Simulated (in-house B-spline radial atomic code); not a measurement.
Relativistic effects in Zr⁵⁺, [Ar] 3d10 4s2 4p5: non-relativistic Hartree-Fock (point nucleus) against Dirac-Hartree-Fock (Fermi nucleus of rms radius 4.2694 fm), both averages of the configuration, computed with a radial B-spline atomic code at the basis-set limit.

| orbital | ε NR (Eh) | ε Dirac (Eh) | <r> NR (bohr) | <r> Dirac (bohr) | change of <r> (%) |
| --- | --- | --- | --- | --- | --- |
| 1s1/2 | -653.04 | ? | 0.03814 | ? | ? |
| 2s1/2 | -93.71 | -97.177 | 0.1669 | 0.1619 | -3.0 |
| 2p1/2 | -85.811 | -88.834 | 0.1437 | 0.1387 | -3.5 |
| 2p3/2 | -85.811 | -85.657 | 0.1437 | 0.143 | -0.5 |
| 3s1/2 | -18.349 | -18.992 | 0.4661 | 0.4549 | -2.4 |
| 3p1/2 | -15.313 | -15.826 | 0.4644 | 0.4528 | -2.5 |
| 3p3/2 | -15.313 | -15.299 | 0.4644 | 0.4626 | -0.4 |
| 3d3/2 | -9.8099 | -9.745 | 0.449 | 0.4479 | -0.2 |
| 3d5/2 | -9.8099 | -9.6496 | 0.449 | 0.4513 | +0.5 |
| 4s1/2 | -4.4906 | ? | 1.2 | ? | ? |
| 4p1/2 | -3.5565 | -3.6242 | 1.295 | 1.272 | -1.8 |
| 4p3/2 | -3.5565 | -3.5468 | 1.295 | 1.294 | -0.1 |

Task: What happens to 1s1/2?

Result: Its energy goes to -667.87 hartree and <r> to 0.03705 bohr (-2.84 %).

Task: What happens to 4s1/2?

Result: Its energy goes to -4.5905 hartree and <r> to 1.177 bohr (-1.87 %).

Task: What explains the pattern of contraction and expansion?

Result: Expansion is seen in 3d5/2. The s and p1/2 orbitals contract directly, screen the nucleus better, and so push out orbitals that have little density near the nucleus; spin-orbit coupling adds to this for j = l + 1/2 and opposes it for j = l - 1/2.

Task: By how much does the total energy change?

Result: By -58.116 hartree, from -3533.373 to -3591.489.
